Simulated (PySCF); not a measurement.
# Ti (titanium, neutral) across methods

[Ar] 3d2 4s2, high-spin 3F determinant. Calculation: PySCF 2.14, in def2-TZVPPD (6s6p4d2f1g, 67 functions); the non-relativistic Hamiltonian (point nucleus).

```
   method  E (hartree)  mean ε 3d α (eV)  mean ε 4s α (eV)  mean ε 4s β (eV)  Σ⟨r²⟩ (bohr²)   ⟨S²⟩
      LDA     -847.280            -5.322            -4.731            -4.263          46.98  2.003
BHandHLYP     -849.346            -8.811            -5.567            -5.241          47.83  2.003
   r2SCAN     -849.299            -5.922            -4.726            -4.185          48.14  2.012
      UHF   -848.39724           -12.180            -6.315            -5.717          50.16  2.008
     PBE0     -849.144            -7.094            -5.165            -4.724          47.69  2.003
   PBEsol     -848.146            -5.279            -4.599            -4.132          47.37  2.003
    B3LYP     -849.368            -6.756            -5.019            -4.664          47.37  2.002
  r2SCAN0     -849.294            -7.544            -5.277            -4.754          48.14  2.009
      PBE     -849.105            -5.347            -4.577            -4.131          47.49  2.003
```
